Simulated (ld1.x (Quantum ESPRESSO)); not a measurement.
# Varying the ultrasoft potential for hydrogen (H)

Base potential:

```
Element                 : H
Generator               : ld1.x (Quantum ESPRESSO) 7.5
Type                    : ultrasoft
Functional              : PBE
Relativity              : scalar-relativistic
Frozen core             : none
Valence charge          : 1
Reference configuration : 1s1
Partial waves           : 1s (bound): rcut 1.05, rcutus 1.40 bohr; 1s channel at -0.1 Ry: rcut 1.05, rcutus 1.40 bohr; 2p channel at 0.1 Ry: rcut 1.10, rcutus 1.30 bohr; 2p channel at 0.85 Ry: rcut 1.10, rcutus 1.30 bohr
Local potential         : all-electron potential smoothed inside 1.10 bohr (lloc = -1)
Core correction         : none
Augmentation charge     : PSQ, radius 1.10 bohr
```

Cutoffs, loose and tight: the cutoffs (Ry, on a coarse ladder) from which the occupation-weighted sum of valence levels, in a spherical-Bessel basis at the reference potential, stays within 10 and 1 mRy of its value at 400 Ry. They do not see the model core or the augmentation charge, which bear on the density cutoff. Test errors are all-electron minus pseudo excitation energies from the reference, over the configurations 1s0.5. A dash means not determined; rows that change the core or the reference have their own tests.

```tsv
change	outcome	cutoff, loose	cutoff, tight	bound ghosts
base	generated	12 Ry	21 Ry	none
waves 2p channel at 0.1 Ry: rcut 1.10, rcutus 1.16 bohr; 2p channel at 0.85 Ry: rcut 1.10, rcutus 1.16 bohr	generated	12 Ry	21 Ry	none
augmentation PSQ, inside the norm-conserving radii	generated	12 Ry	21 Ry	none
non-relativistic; removed wave 2p channel at 0.85 Ry: rcut 1.10, rcutus 1.30 bohr	generated	12 Ry	21 Ry	none
local potential all-electron potential smoothed inside 1.00 bohr (lloc = -1)	generated	12 Ry	21 Ry	none
```

Question: What comes out with this change to the base: type TM; waves now 1s (bound): rc 1.40 bohr; 2p channel at 0.1 Ry: rc 1.30 bohr; local potential all-electron potential smoothed inside 1.10 bohr (lloc = -2)?

Answer: outcome: generated; cutoff, loose: 18 Ry; cutoff, tight: 30 Ry; bound ghosts: none.

Question: What comes out with this change to the base: all radii scaled by about 1.33 (s 1.86, p 1.72 bohr, rcut 1.40/1.46); local potential all-electron potential smoothed inside 1.46 bohr (lloc = -1); augmentation PSQ, radius 1.46 bohr?

Answer: outcome: generated; cutoff, loose: 10 Ry; cutoff, tight: 12 Ry; bound ghosts: none.

Question: What comes out with this change to the base: waves 1s (bound): rcut 1.05, rcutus 2.02 bohr; 1s channel at -0.1 Ry: rcut 1.05, rcutus 2.02 bohr?

Answer: outcome: generated; cutoff, loose: 8 Ry; cutoff, tight: 10 Ry; bound ghosts: none.
